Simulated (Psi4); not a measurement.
dimethyl diselenide (C$_{2}$H$_{6}$Se$_{2}$), singlet, at a GFN2-xTB geometry. Base run: R2SCAN/3-21G (Psi4).

Geometry (Å):
```xyz
10

C      1.9686    -1.1761     0.1591
Se     0.9795     0.5075     0.4336
Se    -0.9599     0.0394    -0.6943
C     -2.0374    -0.7474     0.7578
H      2.9650    -1.0304     0.5645
H      2.0224    -1.3866    -0.9051
H      1.4668    -1.9844     0.6838
H     -3.0345    -0.9124     0.3615
H     -2.0738    -0.0507     1.5901
H     -1.5984    -1.6915     1.0682
```
Charge 0, spin multiplicity 1.
All else is at Psi4's defaults (density fitting, Cartesian functions).
Base energy -4859.51225 Eh.

Each row names what was changed in the base input (with any setting that the change needs).

| change | ΔE vs base (µEh) | SCF cycles | grid points | basis functions |
|---|---|---|---|---|
| base | 0.0 | 8 | 212510 | 76 |
| dft_radial_points = 50 | ___ | 8 | 143642 | 76 |
| d_convergence = 1e-4 | 0.0 | 7 | 212510 | 76 |
| e_convergence = 1e-8 | 0.0 | 9 | 212510 | 76 |
| dft_spherical_points = 590 | -0.1 | 8 | 414236 | 76 |
| damping_percentage = 20 | 0.4 | 20 | 212510 | 76 |
| scf_type = dfdirj+link | 131 | 8 | 212510 | 76 |
| guess = sap | 0.0 | 9 | 212510 | 76 |
| dft_radial_scheme = multiexp | 417 | 8 | 224376 | 76 |
| scf_type = disk_df | 0.0 | 8 | 212510 | 76 |
| scf_type = dfdirj+cosx | 131 | 9 | 212510 | 76 |
| df_basis_scf = def2-universal-jkfit | 0.0 | 8 | 212510 | 76 |
| d_convergence = 1e-10 | 0.0 | 13 | 212510 | 76 |

Some entries are withheld; supply them.


- dft_radial_points = 50, ΔE vs base (µEh): 9183
